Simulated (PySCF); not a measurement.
# One molecule, several mistakes: CGeH7NO

These are calculations, not measurements. They come from PySCF 2.14.0, an open-source quantum chemistry program, on an isolated molecule that a program drew, which may never have been made. The molecule is CGeH7NO (charge 0, singlet), drawn as the SMILES string `N[CH2][GeH2][OH]`.

Each row is a Hartree-Fock (HF) and frozen-core CCSD(T) single point in the cc-pVDZ basis, meant for a local HF minimum. Run 1 is clean. Each other run has one planted mistake out of seven kinds, and not every kind appears here: one electron removed, one electron added, multiplicity raised by two, geometry at a saddle point, minimal basis STO-3G, one bond length entered in bohr, all coordinates scaled. The reference is restricted for singlets and unrestricted otherwise, and also for a bond in bohr. Adding or removing an electron swaps singlet and doublet. Electrons count all cores. HOMO and LUMO are orbital energies over both spins, the gradient is its largest component, and the lowest frequency (negative if imaginary) is given only where the gradient is small. Bond lengths are over the 10 bonds as drawn. T1 is the CCSD diagnostic: over 0.02 (restricted) or 0.045 (unrestricted) a single reference is doubtful. Germanium has the cc-pVDZ-PP basis, with a core potential (ECP10MDF) in place of its 10 inner electrons, and its 3s, 3p and 3d shells are frozen in CCSD(T).

Geometry of the clean run:
```xyz
11
CGeH7NO, angstrom
N     0.0912    1.0131   -0.8539
C     0.6891   -0.0050    0.0056
Ge    0.1611   -1.7723   -0.6665
O     0.5702   -3.0357    0.5301
H    -0.9026    1.0592   -0.7024
H     0.4478    1.9255   -0.6242
H     1.7768    0.0652   -0.0707
H     0.4372    0.0831    1.0699
H     0.8674   -2.0886   -1.9902
H    -1.3579   -1.8567   -0.8238
H     1.4516   -3.3734    0.4737
```

| run | electrons | basis functions | <S^2> | HOMO (eV) | LUMO (eV) | gradient (hartree/bohr) | lowest frequency (cm^-1) | mean bond (Å) | longest bond (Å) | T1 | HF (hartree) | CCSD(T) (hartree) | mistake |
|---|---|---|---|---|---|---|---|---|---|---|---|---|---|
| 1 | 60 | 100 | 0.000 | -10.31 | 4.13 | 2.4e-05 | 79 | 1.3422 | 1.963 | 0.0103 | -464.64195 | -465.30708 | no fault |
| 2 | 59 | 100 | 0.762 | -16.61 | -6.22 | 8.9e-02 | - | 1.3422 | 1.963 | 0.0437 | -464.33543 | -464.97357 | one electron removed |
| 3 | 61 | 100 | 0.759 | 3.39 | 8.75 | 3.3e-02 | - | 1.3422 | 1.963 | 0.0192 | -464.50272 | -465.19462 | one electron added |
| 4 | 60 | 100 | 2.010 | -2.58 | 0.43 | 6.8e-02 | - | 1.3422 | 1.963 | 0.0330 | -464.41526 | -465.07080 | multiplicity raised by two |
| 5 | 60 | 100 | 0.841 | -8.73 | 1.76 | 9.6e-03 | - | 1.4783 | 2.890 | 0.0384 | -464.53559 | -465.18980 | ? |

**Which mistake was planted in run 5, and what did it cost?**

The mean bond changes by a factor of 1.101 and the longest by 1.472, so the molecule wasn't scaled as a whole. A length L in bohr read as angstrom grows by (1/0.5292 - 1) L = 0.890 L. The 10 bonds together grew by 10 x 0.1361 = 1.361 Å, which gives L = 1.530 Å. That is the length of one of the Ge-H bonds, 1.530 Å in the clean geometry. So the mistake is: one bond length entered in bohr. Subtracting run 1 and multiplying by 627.51 kcal/mol a hartree, the energy moved by 66.7 kcal/mol in HF and 73.6 kcal/mol in CCSD(T).

Cautions from the logs. Run 3: the HOMO is above zero, so the electron isn't bound and the energy depends on the basis.
